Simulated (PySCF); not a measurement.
A calculated (B3LYP, PySCF 2.14, ANO-RCC-VTZP, the spin-free X2C one-electron Hamiltonian (Gaussian nucleus)) atom or ion has these occupied shells.

```
shell  electrons  orbital energy (eV)  rms radius, mean of both spins (bohr)
 1s α          1              -4893.2                                 0.0804
 1s β          1              -4893.2                                 0.0804
 2s α          1              -543.05                                  0.353
 2s β          1              -542.37                                  0.353
 2p α          3              -448.43                                  0.322
 2p β          3              -447.86                                  0.322
 3s α          1              -62.801                                   1.09
 3s β          1              -60.294                                   1.09
 3p α          3              -38.121                                   1.20
 3p β          3              -35.465                                   1.20
 4s α          1               -4.332                                   3.95
 3d α          3               -3.375                                   2.13
```

(1) Name the element and its charge.

Answers

(1) Ti (titanium, neutral), in [Ar] 3d3 4s1, high-spin 5F determinant (an excited configuration).
